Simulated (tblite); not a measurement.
Compound: C3H7PSi.
SMILES: `C[SiH](C)C#P`

Computed with GFN2-xTB (tblite): harmonic, unscaled wavenumbers at the GFN2-xTB geometry, gas phase. The method is semi-empirical: single wavenumbers can be off by several per cent or more. Modes of hydrogen on silicon can be 10 to 20 % off.

Harmonic wavenumbers (cm⁻¹): 81.2, 101.0, 108.1, 127.5, 176.2, 262.0, 262.7, 522.2, 615.5, 621.1, 706.2, 759.0, 797.6, 837.1, 842.1, 855.1, 1375.2, 1377.3, 1488.0, 1491.7, 1492.8, 1497.6, 1594.3, 2161.6, 3033.8, 3034.7, 3036.9, 3039.3, 3044.2, 3047.3.

A = 5163, B = 1555, C = 1299 MHz; mass 102.005 u (most abundant isotopes); point group Cs, symmetry number 1.

Question: Zero-point energy?

Answer: Half the sum of the wavenumbers: 19195 cm⁻¹ = 229.62 kJ/mol.

Question: What is S at 400 K and 1 bar for an ideal gas of classical rigid rotors and harmonic oscillators?

Answer: Translation 172.65, rotation 120.08, vibration 120.99: S = 413.7 J/(mol K).

Question: And Cp and H(400 K) − H(0)?

Answer: Cp = 141.83 J/(mol K), of which vibrations give 108.57 (their classical limit is 30 R = 249.4); H(400 K) − H(0) = 37.67 kJ/mol without the zero-point energy, 24.37 from vibrations.

Question: Which modes carry the vibrational entropy at 400 K?

Answer: 81.2 cm⁻¹: 18.58; 101.0 cm⁻¹: 16.78; 108.1 cm⁻¹: 16.22; 127.5 cm⁻¹: 14.87; 176.2 cm⁻¹: 12.24; 262.0 cm⁻¹: 9.11 J/(mol K); the other 24 give 33.19 together.

Question: What must be added to the electronic energy to get the Gibbs energy at 400 K and 1 bar?

Answer: ZPE + [H(400 K) − H(0)] − T·S = 229.62 + 37.67 − 165.48 = 101.81 kJ/mol.

Question: How do the functions run with temperature in this model?

Answer: 
| T (K) | S (J/(mol K)) | Cp (J/(mol K)) | H − H(0) (kJ/mol) | G − H(0) (kJ/mol) | ln q(vib) |
| --- | --- | --- | --- | --- | --- |
| 150 | 305.9 | 84.9 | 9.04 | -36.85 | 2.27 |
| 250 | 355.0 | 109.3 | 18.75 | -70.00 | 4.35 |
| 298.15 | 375.2 | 120.5 | 24.28 | -87.59 | 5.30 |
| 600 | 477.8 | 174.5 | 69.49 | -217.17 | 10.70 |
| 900 | 555.3 | 207.9 | 127.20 | -372.58 | 15.34 |

q(vib) and H(0) count from the zero-point level.

Question: Blend soft modes into free rotors: weight 1/[1 + (100 cm⁻¹/ν̃)⁴] for the oscillator and the rest for a rotor with moment μB/(μ + B), μ = h/(8π²ν), B = 10⁻⁴⁴ kg m². What vibrational entropy results?

Answer: 113.73 J/(mol K) in place of 120.99, which changes −T·S at 400 K by +2.90 kJ/mol.

Hindered rotation and anharmonicity are outside this model.
